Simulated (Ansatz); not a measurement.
Ansatz (a quantum-chemistry and plane-wave program) input:

Ansatz 0.2 input:
```yaml
crystal:
  periodic: [false, false, false]
  atoms:
    - {symbol: F, position_ang: [-0.74143882, 1.58853447, -0.55811765]}
    - {symbol: C, position_ang: [-0.56626138, 0.49865564, 0.17848557]}
    - {symbol: Cl, position_ang: [-1.87716133, -0.61117148, 0.06719502]}
    - {symbol: Br, position_ang: [1.19949315, -0.19710940, 0.08028086]}
basis:
  gaussian:
    orbitals: def2-TZVPP
hamiltonian:
  xc: pbe
magnetization: {spin_polarized: true, initial_magnetization: 1}
correlation: {method: rpa, electrons: outside_noble_gas}
```

Problem. Which total energy does the run end on?

Solution. -3170.33733 Eh (RPA@PBE/def2-TZVPP). The basis has 152 functions.

It need not be the lowest isomer of its formula.
